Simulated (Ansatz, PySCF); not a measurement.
Bond stretch in GaH, singlet.

Methods: UKS-B3LYP/6-31G* = unrestricted B3LYP/6-31G*, spherical d in PySCF; RMP2/6-31G* = restricted MP2 (frozen core)/6-31G*, spherical d (PySCF 2.14.0); RKS-B3LYP/6-31G* = PySCF 2.14.0 with restricted B3LYP/6-31G*, spherical d; FCI = full CI/aug-cc-pVQZ, cores with 3d frozen (Ansatz, a first-principles code).

Energies relative to the lowest point of each curve near equilibrium, in mEh; the last columns give the difference from FCI:

```
R / Å  UKS-B3LYP/6-31G*  RMP2/6-31G*  RKS-B3LYP/6-31G*    FCI  UKS-B3LYP/6-31G* − FCI  RMP2/6-31G* − FCI  RKS-B3LYP/6-31G* − FCI
-----  ----------------  -----------  ----------------  -----  ----------------------  -----------------  ----------------------
1.27               57.6         55.9              57.6   56.5                     1.1               -0.7                     1.1
1.32               41.4         39.6              41.4   40.3                     1.2               -0.7                     1.2
1.43               17.6         16.0              17.6   16.6                     1.0               -0.6                     1.0
1.50                8.7          7.4               8.7    7.9                     0.8               -0.5                     0.8
1.59                2.3          1.6               2.3    1.9                     0.4               -0.3                     0.4
1.63                0.9          0.5               0.9    0.6                     0.3               -0.2                     0.3
1.68                0.0          0.0               0.0    0.0                     0.0                0.0                     0.0
1.75                0.2          0.9               0.2    0.6                    -0.4                0.3                    -0.4
1.81                1.5          2.7               1.5    2.1                    -0.7                0.5                    -0.7
1.82                1.8          3.1               1.8    2.5                    -0.7                0.6                    -0.7
1.95                7.1          9.6               7.1    8.3                    -1.2                1.3                    -1.2
2.08               14.5         18.2              14.5   16.0                    -1.4                2.3                    -1.4
2.28               27.8         33.3              27.8   29.2                    -1.4                4.1                    -1.4
2.55               46.7         54.2              46.7   47.1                    -0.4                7.1                    -0.4
2.75               60.1         69.0              60.1   59.3                     0.8                9.7                     0.8
2.99               73.9         85.3              74.9   72.1                     1.8               13.1                     2.7
3.35               87.3        106.3              94.0   87.2                     0.1               19.0                     6.7
3.69               95.0        122.2             108.7   96.9                    -1.9               25.3                    11.7
4.13              101.0        137.1             123.6  104.1                    -3.1               33.1                    19.5
4.57              104.4        145.6             134.6  107.3                    -2.9               38.4                    27.4
4.93              105.9        148.1             141.4  108.4                    -2.5               39.7                    33.0
5.89              107.2        139.0             152.5  109.3                    -2.1               29.8                    43.2
6.64              107.3        123.1             156.7  109.4                    -2.1               13.7                    47.3
```

UKS-B3LYP/6-31G* is furthest from FCI at 4.13 (-3.1 mEh, below); its mean absolute difference over the points is 1.2 mEh.

RMP2/6-31G* is furthest from FCI at 4.93 (39.7 mEh, above); its mean absolute difference over the points is 10.5 mEh.

RKS-B3LYP/6-31G* is furthest from FCI at 6.64 (47.3 mEh, above); its mean absolute difference over the points is 8.8 mEh.

The unrestricted determinant behind UKS-B3LYP/6-31G* is spin-contaminated at 2.99 to 6.64 Å (<S²> up to 1.0, against 0.00 for a pure singlet). The restricted form behind RMP2/6-31G*, RKS-B3LYP/6-31G* keeps the bonding electrons paired and can't separate into open-shell fragments.
